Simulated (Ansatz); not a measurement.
Start from `CC(C)[O][Zn][F]` and change one atom or group to get `CC(C)OB(S)Cl`.

Ansatz, PBE0-D4/def2-TZVP geometries, multiplicity 1. Each molecule was computed in one conformer, which needn't be the lowest.

Scalar relativity is left out up to krypton.

```json
{"property": "LUMO energy (PBE/def2-TZVPP) / eV", "`CC(C)[O][Zn][F]`": "-2.12"}
{"property": "size of the dipole moment (B3LYP/def2-TZVPP) / D", "`CC(C)[O][Zn][F]`": "2.43"}
{"property": "HOMO–LUMO gap (B3LYP/def2-TZVPP) / eV", "`CC(C)[O][Zn][F]`": "6.03"}
{"property": "size of the dipole moment (ωB97M-V/def2-TZVPP) / D", "`CC(C)[O][Zn][F]`": "2.34"}
{"property": "HOMO energy (PBE0/def2-TZVPP) / eV", "`CC(C)[O][Zn][F]`": "-7.78"}
{"property": "size of the dipole moment (PBE/def2-TZVPP) / D", "`CC(C)[O][Zn][F]`": "2.39"}
```

What does the change do to each property? (An estimate is asked.)

Computed: 
```tsv
property	`CC(C)OB(S)Cl`	shift
LUMO energy (PBE/def2-TZVPP) / eV	-0.85	1.27
size of the dipole moment (B3LYP/def2-TZVPP) / D	1.71	-0.72
HOMO–LUMO gap (B3LYP/def2-TZVPP) / eV	7.29	1.26
size of the dipole moment (ωB97M-V/def2-TZVPP) / D	1.73	-0.61
HOMO energy (PBE0/def2-TZVPP) / eV	-7.62	0.16
size of the dipole moment (PBE/def2-TZVPP) / D	1.67	-0.72
```

With PBE0 the HOMO rises by 0.16 eV and the LUMO rises by 1.29 eV, so the gap widens by about 1.13 eV. PBE moves the HOMO by -0.10 eV and ωB97M-V by 0.39 eV. Dipoles are sizes alone; their direction can turn.

B3LYP here is the variant with VWN-RPA as its local correlation; programs differ in this.
